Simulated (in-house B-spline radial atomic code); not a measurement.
**LDA exchange-only excitations of N VI (N5+)**

Method: LDA exchange-only. Computed with a B-spline radial code for spherical atoms: linear response of the closed shell 1s2 with the functional's adiabatic kernel; non-relativistic, point nucleus, no spin-orbit coupling, no double excitations, S, P, D and F terms only.

Command:
```bash
python run_td.py task.json out
```
Settings (radii: box in bohr, nucleus in fm):
```
Z                        7
electrons                2
configuration            1s2
hamiltonian              nr
method                   lda,
box_radius               16.35
intervals                47
```

Time taken, with all properties: 1 thread of Arm Neoverse N1, with other jobs on the host.

The lowest states, in the order of their Tamm-Dancoff energies; the method's threshold (minus the highest occupied level) is 504.73 eV. Labels give the largest channel, * marks a mixed state, and oscillator strengths are full-response dipole values. Semilocal kernels can invert the small singlet-triplet splittings of Rydberg terms. Energies in eV:

```json
{"state": "1s → 2s 3S", "full response": "?", "Tamm-Dancoff": "?", "oscillator strength": "-"}
{"state": "1s → 2s 1S", "full response": "?", "Tamm-Dancoff": "?", "oscillator strength": "-"}
{"state": "1s → 2p 3P", "full response": "407.73", "Tamm-Dancoff": "407.76", "oscillator strength": "-"}
{"state": "1s → 2p 1P", "full response": "411.87", "Tamm-Dancoff": "411.90", "oscillator strength": "0.588"}
{"state": "1s → 3s 3S", "full response": "461.90", "Tamm-Dancoff": "461.90", "oscillator strength": "-"}
{"state": "1s → 3s 1S", "full response": "463.39", "Tamm-Dancoff": "463.41", "oscillator strength": "-"}
{"state": "1s → 3p 3P", "full response": "464.10", "Tamm-Dancoff": "464.11", "oscillator strength": "-"}
{"state": "1s → 3p 1P", "full response": "465.13", "Tamm-Dancoff": "465.14", "oscillator strength": "0.12"}
{"state": "1s → 3d 3D", "full response": "466.25", "Tamm-Dancoff": "466.25", "oscillator strength": "-"}
{"state": "1s → 3d 1D", "full response": "466.28", "Tamm-Dancoff": "466.28", "oscillator strength": "-"}
{"state": "1s → 4s 3S", "full response": "481.43", "Tamm-Dancoff": "481.43", "oscillator strength": "-"}
{"state": "1s → 4s 1S", "full response": "482.02", "Tamm-Dancoff": "482.03", "oscillator strength": "-"}
{"state": "1s → 4p 3P", "full response": "482.33", "Tamm-Dancoff": "482.34", "oscillator strength": "-"}
{"state": "1s → 4p 1P", "full response": "482.75", "Tamm-Dancoff": "482.75", "oscillator strength": "0.0456"}
{"state": "1s → 4d 3D", "full response": "483.15", "Tamm-Dancoff": "483.15", "oscillator strength": "-"}
{"state": "1s → 4d 1D", "full response": "483.17", "Tamm-Dancoff": "483.17", "oscillator strength": "-"}
```

Q: Where does 1s → 2s 1S lie?

A: At 406.42 eV in full response, 406.51 eV in Tamm-Dancoff.

Q: Where does 1s → 2s 3S lie?

A: At 400.27 eV in full response, 400.30 eV in Tamm-Dancoff.

Q: How large is the singlet-triplet splitting of 1s → 2s (S terms) in Tamm-Dancoff?

A: 6.21 eV, from the unrounded values.

Q: What polarisabilities and dispersion coefficient does the method give?

A: Dipole 0.004886 bohr³, quadrupole 0.0004215 bohr⁵, C6 0.0003228 hartree·bohr⁶ for two such species.
